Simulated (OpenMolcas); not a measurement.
Rh2+ among 3 point charges of -2 e arranged as a planar triangle (D3h), 2.19 Å from the ion.

| Property | Result |
| --- | --- |
| Program | OpenMolcas |
| Method | SS-CASPT2, IPEA 0.25 Eh, imaginary shift 0.1 Eh (closed shells correlated: 4s 4p) |
| Basis | ANO-RCC-VDZP [6s5p3d1f] |
| Scalar Hamiltonian | DKH2, point nucleus |
| Active space | 7 electrons in 5 orbitals (4d) |
| State averaging | 2S+1 = 4 even, 10 roots; 2S+1 = 2 even, 40 roots |
| Spin-orbit coupling | RASSI with atomic mean-field integrals over the reference wave functions |

What is the spin-free ground state (labels of D3, the rotations of D3h)?

4E, 2-fold in its orbital part, 80 % from free-ion F terms; it has the highest spin that d7 allows.

Where is the first state of the same spin?

4A2 at 1420 cm-1 above the ground state.

What are the lowest two levels with spin-orbit coupling?

A 2-fold level E3/2 with g = 0.00, 0.00, 4.25, then a 2-fold level E1/2 23 cm-1 above it. Their leading multiplicities are 4 (98 %) and 4 (98 %).

What is χT at 300 K, and how does it compare with the textbook value?

The lowest level has 2S+1 = 4, for which the spin-only value is χT = S(S+1) / 2 = 1.875 cm3 K/mol (g = 2). The computed 4.131 at 300 K differs by +2.256, through orbital momentum, spin-orbit coupling and any other state in reach.

Roots that are degenerate in the reference are averaged as groups; the widest CASPT2 spread within a group is 130 cm-1 (the 2-fold group of multiplicity 4 near 5930 cm-1 above the lowest state of its run). Shifts and gaps below about the spread of the groups concerned are not significant. An orbital doublet at a regular site is open to a Jahn-Teller distortion, which this geometry leaves out. Point charges give a weaker field than real ligands, and real ions of this kind are as a rule low spin; the high spin found here belongs to the model. Free-ion shares, where given, are those of the reference states; single-state CASPT2 does not remix them. This is an electrostatic model: the charges have no orbitals. No measured value stands beside these numbers.
